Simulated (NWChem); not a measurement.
Species: CH4AlFOS; SMILES [F][Al]([O]C)[SH]

```xyz
9

Al    -0.2910    -0.0736     0.0003
F     -1.9516    -0.0018    -0.0001
O      0.6582     1.3037     0.0009
C      0.6558     2.6917    -0.0007
H      1.1781     3.0785    -0.8930
H     -0.3639     3.1170     0.0035
H      1.1862     3.0803     0.8861
S      0.6666    -2.0137    -0.0001
H     -0.5191    -2.6643    -0.0008
```
Atoms are numbered in this order, from 1.

Program: NWChem. Medium grid unless said otherwise, to which SCAN and Minnesota functionals are sensitive. All runs use the structure optimised with PBE0/def2-SVP. Hybrids' shares of exact exchange are those that their runs print; pure functionals count as 0. The functionals differ in more than this share.

```csv
row,share of exact exchange,orbital gap (eV)
PBE/def2-SVP,0.00,5.07
PW91/def2-SVP,0.00,5.03
B3LYP/def2-SVP,0.20,6.66
B3PW91/def2-SVP,0.20,6.94
PBE0/def2-SVP,0.25,7.25
M06/def2-SVP,0.27,7.09
M05-2X/def2-SVP,0.56,withheld
```

### Question
Fit a straight line of the last column on the one before it, predict the withheld value, and compare with the run.

### Answer

1. Means of the 6 shown rows: x = 0.153, y = 6.340. Slope Σ(x − x̄)(y − ȳ)/Σ(x − x̄)² = 0.6140/0.07433 = 8.260; intercept 5.073.
2. The shown rows scatter about the line by 0.136 (root mean square); the largest residual is +0.21, at B3PW91/def2-SVP.
3. At x = 0.56 (M05-2X/def2-SVP; beyond the shown range) the line gives 9.70.
4. The run gives 9.33, -0.37 from the line, 2.7 times the scatter.
